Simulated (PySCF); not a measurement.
HCl3OZr, triplet, at the geometry of the source list (the multiplicity is a formal guess) (core potentials on Zr); DF-B3LYP/def2-SV(P) run with PySCF.

Input for PySCF:
```python
from pyscf import gto, scf, dft

mol = gto.Mole()
mol.atom = '''
    Zr    0.25720000   -0.08060000   -0.01270000
    Cl    2.11810000    0.96760000   -0.76260000
    Cl    0.94790000   -0.88680000    1.98810000
    Cl    0.23350000   -1.95650000   -1.27910000
    O    -1.32390000    0.82400000    0.01340000
    H    -2.23280000    1.13230000    0.05270000
'''
mol.basis = 'def2-sv(p)'
mol.ecp = {'Zr': 'def2-sv(p)'}
mol.spin = 2
mol.verbose = 4
mol.build()

mf = dft.ROKS(mol)
mf.xc = 'b3lyp'
mf = mf.density_fit(auxbasis='def2-universal-jkfit')
mf.kernel()
mf.analyze()
```

It wrote (shortened):

```
PySCF version 2.14.0

[INPUT] verbose = 4
[INPUT] num. atoms = 6
[INPUT] num. electrons = 72
[INPUT] charge = 0
[INPUT] spin (= nelec alpha-beta = 2S) = 2
[INPUT] symmetry False subgroup None
[INPUT] Mole.unit = angstrom
[INPUT] Symbol           X                Y                Z      unit          X                Y                Z       unit  Magmom
[...]
nuclear repulsion = 376.546490783278
number of shells = 42
number of NR pGTOs = 186
number of NR cGTOs = 94
basis = def2-sv(p)
ecp = {'Zr': 'def2-sv(p)'}

******** <class 'pyscf.df.df_jk.DFROKS'> ********
method = DFROKS
initial guess = minao
damping factor = 0
level_shift factor = 0
DIIS = <class 'pyscf.scf.diis.CDIIS'>
diis_start_cycle = 1
diis_space = 8
diis_damp = 0
SCF conv_tol = 1e-09
SCF conv_tol_grad = None
SCF max_cycles = 50
direct_scf = False
num. doubly occ = 35  num. singly occ = 2
XC library pyscf.dft.libxc version 7.1.2
    S. Lehtola, C. Steigemann, M. J. T. Oliveira, and M. A. L. Marques,  SoftwareX 7, 1–5 (2018)
XC functionals = b3lyp
    P. J. Stephens, F. J. Devlin, C. F. Chabalowski, and M. J. Frisch,  J. Phys. Chem. 98, 11623 (1994)
radial grids:
    Treutler-Ahlrichs [JCP 102, 346 (1995); DOI:10.1063/1.469408] (M4) radial grids

becke partition: Becke, JCP 88, 2547 (1988); DOI:10.1063/1.454033
pruning grids: <function nwchem_prune>
grids dens level: 3
symmetrized grids: False
atomic radii adjust function: <function treutler_atomic_radii_adjust>
small_rho_cutoff = 0
Set gradient conv threshold to 3.16228e-05
tot grids = 102920
******** <class 'pyscf.df.df.DF'> ********
auxbasis = def2-universal-jkfit
init E= -1497.50102767909
[...]
cycle= 1 E= -1502.10443554983  delta_E= -4.6  |g|= 1.89  |ddm|= 3.33
[...]
cycle= 2 E= -1497.49258291348  delta_E= 4.61  |g|= 3.67  |ddm|= 7.89

WARN: HOMO 0.0132953265417008 >= LUMO -0.300143593033733

cycle= 3 E= -1502.0980873624  delta_E= -4.61  |g|= 1.49  |ddm|= 7.62
[...]
cycle= 4 E= -1503.05278590579  delta_E= -0.955  |g|= 0.322  |ddm|= 2.38
[...]
cycle= 5 E= -1502.98724517125  delta_E= 0.0655  |g|= 0.532  |ddm|= 1.08
[...]
cycle= 6 E= -1503.09371140716  delta_E= -0.106  |g|= 0.0968  |ddm|= 0.745
[...]
cycle= 7 E= -1503.08196085872  delta_E= 0.0118  |g|= 0.182  |ddm|= 0.329
[...]
cycle= 8 E= -1503.09744698411  delta_E= -0.0155  |g|= 0.0341  |ddm|= 0.24
[...]
cycle= 9 E= -1503.09796243953  delta_E= -0.000515  |g|= 0.00905  |ddm|= 0.066
[...]
cycle= 10 E= -1503.09799671716  delta_E= -3.43e-05  |g|= 0.00268  |ddm|= 0.0111
[...]
cycle= 11 E= -1503.0979997443  delta_E= -3.03e-06  |g|= 0.00081  |ddm|= 0.00579
[...]
cycle= 12 E= -1503.09800029768  delta_E= -5.53e-07  |g|= 0.000319  |ddm|= 0.00324
[...]
cycle= 13 E= -1503.09800039271  delta_E= -9.5e-08  |g|= 0.000268  |ddm|= 0.00156
[...]
cycle= 14 E= -1503.09800045052  delta_E= -5.78e-08  |g|= 0.000175  |ddm|= 0.00102
[...]
cycle= 15 E= -1503.09800050701  delta_E= -5.65e-08  |g|= 9.15e-05  |ddm|= 0.00164
[...]
cycle= 16 E= -1503.09800053887  delta_E= -3.19e-08  |g|= 5.09e-05  |ddm|= 0.00143
[...]
cycle= 17 E= -1503.09800054666  delta_E= -7.79e-09  |g|= 5.61e-05  |ddm|= 0.000447
[...]
cycle= 18 E= -1503.09800056643  delta_E= -1.98e-08  |g|= 5.2e-05  |ddm|= 0.00128
[...]
cycle= 19 E= -1503.09800058645  delta_E= -2e-08  |g|= 5.77e-05  |ddm|= 0.00195
[...]
cycle= 20 E= -1503.09800059578  delta_E= -9.33e-09  |g|= 4.23e-05  |ddm|= 0.00184
[...]
cycle= 21 E= -1503.0980005971  delta_E= -1.31e-09  |g|= 1.61e-05  |ddm|= 0.000232
[...]
cycle= 22 E= -1503.09800059786  delta_E= -7.62e-10  |g|= 3.6e-06  |ddm|= 0.000674
[...]
Extra cycle  E= -1503.09800059776  delta_E= 9.44e-11  |g|= 1.42e-05  |ddm|= 2.68e-05
converged SCF energy = -1503.09800059776
**** SCF Summaries ****
Total Energy =                       -1503.098000597764212
Nuclear Repulsion Energy =             376.546490783277704
One-electron Energy =                -2840.390732018651306
Two-electron Energy =                  960.746240637609503
Two-electron Coulomb Energy =         1060.650161188730863
DFT Exchange-Correlation Energy =      -99.903920551121331
HOMO-LUMO gap [eV] =                     0.866049745636499
**** MO energy ****
                Roothaan           | alpha              | beta
[...]
Dipole moment(X, Y, Z, Debye): -2.25230,  0.66065,  0.17450
```
